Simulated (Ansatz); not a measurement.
Relaxation of ClH₇W (9 atoms, charge 0, multiplicity 1), to a largest force component of 0.03 eV/Å in at most 50 steps.

All numbers below come from Ansatz, RKS B3LYP-D4/def2-SVP.

```xyz
9
Properties=species:S:1:pos:R:3
W 0.236 0.246 -0.400
H 0.177 0.201 2.516
H 1.411 -0.631 0.394
H -0.664 1.407 0.386
H -1.360 -0.123 0.037
H -0.112 -1.356 0.034
H 0.319 0.327 -2.116
Cl 1.839 1.874 0.252
H 0.634 0.640 2.170
```

Problem. Where does it end, and by what steps?

Solution. The run converged. After 15 steps the energy has fallen by 1.400 eV; H2 moved furthest, 1.56 Å. Joined: W1–H2 (2.92 → 1.85 Å), W1–H9 (2.63 → 1.84 Å).

| step | energy less start (eV) | largest force component (eV/Å) | accepted |
| --- | --- | --- | --- |
| 0 | 0.0000 | 1.138 | yes |
| 1 | -0.0905 | 0.362 | yes |
| 2 | -0.1031 | 0.374 | yes |
| 3 | -0.1316 | 0.242 | yes |
| 4 | -0.1524 | 0.311 | yes |
| 5 | -0.1661 | 0.235 | yes |
| 6 | -0.1730 | 0.070 | yes |
| 7 | -0.1820 | 0.210 | yes |
| 8 | -0.3304 | 0.743 | yes |
| 9 | -0.7238 | 0.856 | yes |
| 10 | -1.0909 | 0.815 | yes |
| 11 | -1.3474 | 0.334 | yes |
| 12 | -1.3817 | 0.450 | yes |
| 13 | -1.3969 | 0.159 | yes |
| 14 | -1.3996 | 0.041 | yes |
| 15 | -1.3999 | 0.012 | yes |

```xyz
9
Properties=species:S:1:pos:R:3
W 0.578 0.595 0.177
H -0.503 -0.444 1.263
H 1.630 -0.390 1.071
H -0.420 1.633 1.074
H -1.097 0.344 0.030
H 0.377 -1.082 0.017
H -0.081 -0.070 -1.211
Cl 1.974 2.013 -0.972
H 0.024 -0.013 1.824
```

Whether the end is a true minimum wasn't checked by a vibrational analysis.

Time of the run: 100 s on 1 thread of Intel(R) Xeon(R) Platinum 8259CL CPU @ 2.50GHz (Skylake/Cascade Lake), with other jobs on the host, peak memory 0.18 GiB.
